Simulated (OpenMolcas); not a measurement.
Ni7+.

- Program: OpenMolcas 26.06
- Basis: ANO-RCC-VTZP [6s5p3d2f1g]
- Scalar Hamiltonian: DKH2, point nucleus
- Active space: 9 electrons in 8 orbitals (RAS1 3p, at most 2 holes; RAS2 3d)
- State averaging: 2S+1 = 4 even, 10 roots; 2S+1 = 2 even, 40 roots
- Spin-orbit coupling: RASSI with atomic mean-field integrals over the reference wave functions, term energies averaged over their components

Two sets of levels on these reference wave functions, in cm-1 above 3d3 4F 3/2: one from RASSCF and one from MS-RASPT2, IPEA 0.25 Eh, imaginary shift 0.1 Eh (closed shells correlated: 3s).

```json
{"Level": "3d3 4F 3/2", "Set 1": "0.0", "Set 2": "0.0"}
{"Level": "3d3 4F 5/2", "Set 1": "1007", "Set 2": "1004"}
{"Level": "3d3 4F 7/2", "Set 1": "2330", "Set 2": "2330"}
{"Level": "3d3 4F 9/2", "Set 1": "3910", "Set 2": "3920"}
{"Level": "3d3 4P 1/2", "Set 1": "24180", "Set 2": "26570"}
{"Level": "3d3 4P 3/2", "Set 1": "24420", "Set 2": "26770"}
{"Level": "3d3 4P 5/2", "Set 1": "25780", "Set 2": "28200"}
{"Level": "3d3 2G 7/2", "Set 1": "26680", "Set 2": "29200"}
{"Level": "3d3 2G 9/2", "Set 1": "27920", "Set 2": "30470"}
{"Level": "3d3 2P 3/2 [54 %]", "Set 1": "33560", "Set 2": "34920"}
{"Level": "3d3 2P 1/2", "Set 1": "34030", "Set 2": "35150"}
{"Level": "3d3 2D 3/2(1) [58 %]", "Set 1": "37880", "Set 2": "39270"}
{"Level": "3d3 2D 5/2(1)", "Set 1": "37660", "Set 2": "39380"}
{"Level": "3d3 2H 9/2", "Set 1": "36850", "Set 2": "40430"}
{"Level": "3d3 2H 11/2", "Set 1": "37690", "Set 2": "41310"}
{"Level": "3d3 2F 7/2", "Set 1": "59110", "Set 2": "64180"}
```

Q: Which set is which?

A: Set 1 is MS-RASPT2. Its levels of the other terms of 3d3 lie at 0.91 to 0.97 of the other set's values, as expected, since terms of lower spin or lower L gain more correlation energy than the Hund ground term. Against 6 measured levels (Corliss and Sugar, J. Phys. Chem. Ref. Data 10, 197 (1981)) the mean absolute deviation is 510 cm-1 with it and 1700 cm-1 without; single levels miss by up to 1100 cm-1 with it.

CASPT2 does not keep the components of a term degenerate, so their means are used; among the terms shown or strongly mixed into the levels shown the widest spread is 990 cm-1 (3d3 4F, MS-RASPT2). Active for correlation alone: 3p; no level in the range computed is led by a configuration that opens it, so any true level of that kind is missing. Without dynamic correlation excited terms often stand tens of per cent too high (terms of higher spin than the ground term too low), and those without a measured partner can miss by more than the paired ones (holds for RASSCF). The CASPT2 spread within a term exceeds the gap to the next term for 3d3 2D(1) and 3d3 2H, so the order of their levels is uncertain (holds for MS-RASPT2). Computed and measured levels are paired by configuration, term and J; levels that our copy of the source lacks, or whose pairing is in doubt (as where it misses far off the trend of its configuration), stay unpaired and out of the deviations. Only configurations of the active space appear. Levels that lie high or do not pair safely by name in every column are left out.

A share in square brackets marks a mixed level and gives the weight of the term that names it, the lowest over the columns. A number in round brackets counts repeated terms of one configuration in the order of the reference energies.
